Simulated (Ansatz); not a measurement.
Cost and result for the atomization energy of `[OH][Cd][Br]` (4 atoms, 3 bonds).

Total charge 0; spin multiplicity 1. Correlated methods include outer-core shells of Br, Cd, which these sets cover unevenly. Scalar relativity is left out up to krypton. Cd: def2 effective core potential. The structure was optimised at the PBE0-D4/def2-TZVP level. It is one conformer, not always the lowest. Program: Ansatz. All runs use 2 threads of a server CPU on a shared host. Times are those of one run each, without the atoms' runs, and a repeat can differ threefold. Electronic energies, without spin–orbit coupling; frozen cores. CCSD(T)/CBS adds CCSD(T) − MP2 in def2-TZVPP to the MP2 limit, and its time is that of the two runs behind it. T1 = 0.014. With those shells the extrapolation isn't a true limit. HSE06 is the plane-wave form, built on full-range PBE exchange.

CCSD(T)/CBS is a level of theory with its own doubt, some kJ/mol a heavy atom from the limit and from the frozen cores, so smaller differences don't rank the functionals.

| level | functions | wall time | atomization (kJ/mol) | difference from CCSD(T)/CBS | per bond |
| --- | --- | --- | --- | --- | --- |
| LDA (SPW92)/def2-TZVPP | 149 | 1 s | 1123.4 | 169.8 | 56.6 |
| BLYP-D4/def2-TZVPP | 149 | 1.8 s | 911.4 | -42.2 | -14.0 |
| PBE-D4/def2-TZVPP (with forces) | 149 | 2.6 s | 956.1 | 2.5 | 0.8 |
| HSE06-D4/def2-TZVPP | 149 | 2.7 s | 926.4 | -27.2 | -9.1 |
| CAM-B3LYP-D4/def2-TZVPP | 149 | 2.8 s | 927.7 | -25.9 | -8.6 |
| CCSD(T)/def2-SVP | 82 | 4.1 s | 850.0 | -103.6 | -34.5 |
| r2SCANh-D4/def2-TZVPP | 149 | 4.3 s | 937.2 | -16.4 | -5.5 |
| B2PLYP/def2-TZVPP | 149 | 4.9 s | 907.5 | -46.1 | -15.4 |
| B97M-V/def2-TZVPP | 149 | 5.5 s | 919.2 | -34.4 | -11.5 |
| ωB97M-V/def2-TZVPP (with forces) | 149 | 9 s | 942.9 | -10.7 | -3.5 |
| MP2/def2-QZVPP | 264 | 15 s | 972.7 | 19.1 | 6.4 |
| CCSD(T)/def2-TZVPP | 149 | 33 s | 897.9 | -55.7 | -18.6 |
| CCSD(T)/CBS(def2) | – | 48 s | 953.6 | 0.0 | 0.0 |

From r2SCAN to r2SCAN0 (25 % exact exchange), in def2-TZVPP and without D4, the atomization energy moves by −36.1 kJ/mol: exact exchange takes away binding that semilocal exchange gives to molecules. At CCSD(T), def2-SVP lies −103.6 kJ/mol from the extrapolated value and def2-TZVPP −55.7 kJ/mol: correlation converges slowly with the basis, and small sets miss more of it in the bonded molecule than in its fragments. Leaving LDA and LC-ωPBE aside and taking each functional with its dispersion term where it has one, the values, not all of them listed here, spread over 90.7 kJ/mol, from BHLYP-D4 to PBE-D4. LDA lies +174.2 kJ/mol from PBE without D4, its usual overbinding.
